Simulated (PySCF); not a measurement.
Precursor series Ta F-NH2. Isolated molecules, 0 K electronic values unless said otherwise. One relaxed conformer stands for each flexible species; it need not be the lowest.

The numbers are results of B3LYP-D3(BJ)/def2-TZVP // PBE-D3(BJ)/def2-SVP (PySCF), not measurements. All candidates: neutral, multiplicity 1. B3LYP has the VWN-RPA correlation part, as in Gaussian. 

| Quantity | Result |
|---|---|
| LUMO | -3.07 eV |
| HOMO–LUMO gap | 8.88 eV |
| HOMO | -11.95 eV |

### Question
Which member has these values?
A) [Ta(NH2)5]
B) [Ta(F)(NH2)4]
C) [Ta(F)5]
D) [Ta(F)3(NH2)2]

### Answer
C, [Ta(F)5]. The others give [Ta(F)3(NH2)2]: -1.86 eV, 6.27 eV, -8.13 eV; [Ta(NH2)5]: -0.59 eV, 5.57 eV, -6.16 eV; [Ta(F)(NH2)4]: -0.86 eV, 6.05 eV, -6.92 eV
